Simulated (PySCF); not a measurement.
Excitations are Tamm–Dancoff values on a coarser integration grid. The basis has no diffuse functions, so Rydberg states are missing or too high.

Cartesian coordinates (Å):
```xyz
7

S     -0.9966    -2.0051    -0.0932
Ga     0.2726    -0.2190     0.0349
S      2.4246    -0.5453     0.2934
S     -0.4919     1.8384    -0.0820
H     -2.1317    -1.3002    -0.2404
H      2.6973     0.7713     0.3104
H     -1.7742     1.4599    -0.2231
```
Charge 0, multiplicity 1.

Q: What is the computed HOMO, HOMO–LUMO gap, S1 excitation (TDA), total energy, LUMO, T1 excitation (TDA), dipole moment and S1–T1 gap (TDA) (r2SCAN-D4/def2-TZVP (PySCF))?

A: 
```
Quantity                   Result
-------------------  ------------
HOMO                     -6.75 eV
HOMO–LUMO gap             5.11 eV
S1 excitation (TDA)       5.13 eV
total energy         -84935.05 eV
LUMO                     -1.64 eV
T1 excitation (TDA)       4.84 eV
dipole moment              1.57 D
S1–T1 gap (TDA)           0.29 eV
```
